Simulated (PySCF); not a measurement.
ClH₆NOSi₂, SMILES N([Si@@H](Cl)O)[SiH3]. Atoms are numbered in the order given.

```xyz
11

O     -1.7746    -0.8970     1.3007
Si    -0.3055    -0.1987     1.0100
Cl    -0.5184     1.6870     0.1567
N      0.6545    -1.0561    -0.1344
Si     1.3638    -0.5022    -1.6426
H     -2.3219    -1.0953     0.5303
H      0.2954    -0.0599     2.3520
H      0.8852    -2.0171     0.1160
H      2.1354    -1.6641    -2.1759
H      2.2894     0.6513    -1.4498
H      0.3292    -0.1125    -2.6452
```
Charge 0, spin multiplicity 1.

Geometry optimised at r2SCAN-D4/def2-SVP. The structure was generated by enumeration; whether it is a known compound was not checked. The values are those of a single conformer.

All values below come from PBE/def2-TZVP run with PySCF.

Isolated molecule, no solvent.

**Question.** Estimate the frontier levels, gap, dipole moment and polarisability. (Estimate from the structure and the level; the computed values follow.)

**Answer.** 
```json
{
 "highest_occupied_level": "-6.57 eV",
 "lowest_empty_level": "-0.70 eV",
 "orbital_gap": "5.86 eV",
 "dipole_moment": "2.03 D",
 "quadrupole, principal values (traceless, Buckingham form, about the centre of nuclear charge)": "-6.64, 2.14, 4.49 D·Å",
 "mean_static_polarisability": "74.3 bohr³ (11.01 Å³)",
 "polarisability_principal_values": "64.7, 74.9, 83.2 bohr³"
}
```
